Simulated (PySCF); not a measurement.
I₃Sb, SMILES [Sb+]([I])([I])[I], charge +1, multiplicity 2. Atoms are numbered in the order given.

```xyz
4

Sb     0.0000     0.0000    -0.7403
I      2.1899     1.2644     0.2375
I     -2.1899     1.2644     0.2375
I      0.0000    -2.5287     0.2375
```
Charge +1, spin multiplicity 2.

Coordinates come from a PBE-D3(BJ)/def2-SVP optimisation. The def2 effective core potentials stand for the cores of I, Sb; spin–orbit coupling is left out.

Method: PBE/def2-TZVP (PySCF).

ESP charges are fitted to the potential on shells at 1.4 to 2.0 van der Waals radii. Atomic charges (e):

| atom | ESP fit | Mulliken | Mulliken spin |
|---|---|---|---|
| Sb1 | ___ | 0.58 | 0.15 |
| I2 | ___ | 0.14 | 0.28 |
| I3 | ___ | 0.14 | 0.28 |
| I4 | ___ | 0.14 | 0.28 |

Question: Some entries are withheld; supply them. (Estimate from the structure and the level; the computed values follow.)

Answer: 
- Sb1, ESP fit: 0.32
- I2, ESP fit: 0.23
- I3, ESP fit: 0.23
- I4, ESP fit: 0.23
